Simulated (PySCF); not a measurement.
Run record for `C(C[O+]([AlH3-])C)(F)=C(F)F`: OPBE/6-31G, full TDDFT, 3 singlets.

Method: TDDFT OPBE/6-31G, vertical, gas phase, core orbitals frozen in the response (PySCF 2.14.0, density-fitted response routines). Geometry: GFN2-xTB. The input is one job of a driver script: a line of settings, then coordinates in Å.

Command:
```bash
OMP_NUM_THREADS=1 python probes_run.py task.json out
```

Input:
```
{"job": {"kind": "uv", "xc": "OPBE", "basis": "6-31G", "nstates": 3, "ntriplets": 5, "tda": false}, "charge": 0, "multiplicity": 1}
C     -0.873789     1.691165     0.386527
O     -0.783823     0.343615    -0.039686
Al    -1.876338    -1.153204     0.349594
C      0.289593     0.044713    -0.907103
C      1.625526     0.065491    -0.226627
F      2.133034     1.292584     0.024924
C      2.330786    -0.999584     0.139967
F      3.505408    -0.966157     0.737225
F      1.951697    -2.237683    -0.094615
H     -1.783724     1.750923     0.981530
H     -0.017221     1.975577     1.000050
H     -0.949265     2.360508    -0.474397
H     -0.798494    -2.032320     1.087092
H     -2.940288    -0.357858     1.187127
H     -2.201108    -1.557643    -1.142919
H      0.298170     0.757027    -1.742852
H      0.082838    -0.965124    -1.275747
```

What does the run print?

```
coarse grid: 15272 points
cycle   1  E = -773.7382387900  dE =  1.252e+00  |g| = 8.568e-01  |ddm| = 3.896e+00
cycle   2  E = -773.2775694583  dE =  4.607e-01  |g| = 1.799e+00  |ddm| = 2.782e+00
cycle   3  E = -773.8786824353  dE = -6.011e-01  |g| = 1.799e-01  |ddm| = 1.939e+00
cycle   4  E = -773.8829496724  dE = -4.267e-03  |g| = 1.239e-01  |ddm| = 3.481e-01
cycle   5  E = -773.8861541250  dE = -3.204e-03  |g| = 3.767e-02  |ddm| = 1.602e-01
cycle   6  E = -773.8864935665  dE = -3.394e-04  |g| = 1.220e-02  |ddm| = 4.735e-02
cycle   7  E = -773.8865329192  dE = -3.935e-05  |g| = 2.087e-03  |ddm| = 1.444e-02
cycle   8  E = -773.8865337887  dE = -8.695e-07  |g| = 8.144e-04  |ddm| = 2.781e-03
final grid: 145720 points
cycle   9  E = -773.8411739784  dE = -4.185e-05  |g| = 2.722e-02  |ddm| = 5.582e-02
cycle  10  E = -773.8408587493  dE =  3.152e-04  |g| = 4.928e-02  |ddm| = 5.751e-02
cycle  11  E = -773.8413072687  dE = -4.485e-04  |g| = 4.146e-03  |ddm| = 4.067e-02
cycle  12  E = -773.8413113928  dE = -4.124e-06  |g| = 1.626e-03  |ddm| = 6.336e-03
cycle  13  E = -773.8413121368  dE = -7.440e-07  |g| = 3.343e-04  |ddm| = 2.204e-03
cycle  14  E = -773.8413121656  dE = -2.879e-08  |g| = 8.038e-05  |ddm| = 4.226e-04
cycle  15  E = -773.8413121669  dE = -1.297e-09  |g| = 3.274e-05  |ddm| = 1.142e-04
cycle  16  E = -773.8413121671  dE = -2.130e-10  |g| = 7.129e-06  |ddm| = 3.206e-05
converged SCF energy = -773.8413121671

Static polarisability (au): isotropic 68.427, principal 56.406 65.530 83.344

Singlet excitations
state   eV       nm        f      main configurations
  1   4.7380    261.7   0.00139   H->L 0.99
  2   4.9843    248.7   0.00018   H-1->L 1.00
  3   6.1969    200.1   0.00273   H->L+1 0.97

Triplet excitations (Tamm-Dancoff, eV): 4.3609 4.6799 4.9419 5.9182 6.1337
```

The SCF starts on a coarse grid where the log names one; the energy can jump when the final grid takes over, and dE then counts from the start density on the new grid. H and L stand for HOMO and LUMO; the number after each pair is its weight.

How does the lowest singlet excitation compare with the HOMO–LUMO gap?

HOMO -6.13 eV and LUMO -1.42 eV give a gap of 4.71 eV; S1 at 4.74 eV lies 0.03 eV above it.

Give S1 in cm⁻¹ and kJ/mol.

4.7380 eV × 8065.54 = 38215 cm⁻¹; × 96.485 = 457.1 kJ/mol.

In short: SCF converged in 16 cycles with 101 basis and 927 fitting functions; HOMO -6.13 eV, LUMO -1.42 eV; lowest singlet 4.74 eV; lowest triplet 4.36 eV (Tamm–Dancoff); mean polarisability 68.4 au.

Time: 22 s wall; peak memory 0.51 GiB. Hardware: one thread, Intel Xeon Platinum 8488C (x86_64), on a shared host.

Shape of the structure used: `[CH3:1][O+:2]([AlH3-:3])[CH2:4][C:5]([F:6])=[C:7]([F:8])[F:9]`: C1–O2–C4–C5 71°, O2–C4–C5–F6 -77°.

One conformer stands for the species.
